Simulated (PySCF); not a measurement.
# Configurations of LaC

Unrestricted PBE0; basis La x2c-SVPall, C x2c-SVPall; spin-free X2C with a Gaussian nucleus; PySCF 2.14. The search starts from ions with several 4f fillings and holds each by maximum overlap.

The lowest solution has 2Ms+1 = 2, about 0.1 4f electrons, near 1.94 Å.

The lowest solution of each spin and filling, followed along the bond (rough minima from three points):

```tsv
2Ms+1	4f population	⟨S²⟩ at the start	R at minimum (Å)	Te (eV)
2	0.07	0.78	1.94	0.00
4	0.10	3.76	2.09	0.45
```

Solutions at the starting distance of 2.121 Å, counted from the lowest; the search is not exhaustive:

| 2Ms+1 | 4f population | E (eV) | ⟨S²⟩ | ⟨Lz²⟩ | μ (D) |
| --- | --- | --- | --- | --- | --- |
| 2 | 0.07 | 0.00 | 0.78 | 0.0 | -7.61 |
| 4 | 0.10 | 0.12 | 3.76 | 1.3 | -4.10 |
| 2 | 0.09 | 0.19 | 1.73 | 1.1 | -5.14 |
| 2 | 0.10 | 0.48 | 1.76 | 1.1 | -3.79 |
| 4 | 0.09 | 0.81 | 3.76 | 5.0 | -6.76 |
| 4 | 0.12 | 1.49 | 3.76 | 2.0 | -3.71 |

Partly filled real f orbitals mix terms, so no term symbols are given. A positive dipole means La(−)C(+).

Spin–orbit coupling is left out. Counting both spins, an empty level lies below a filled one in some of these solutions, because spin and occupation are held. The state is the lowest single determinant that the PBE0 search found; with open d or f shells the true ground state can be another one.
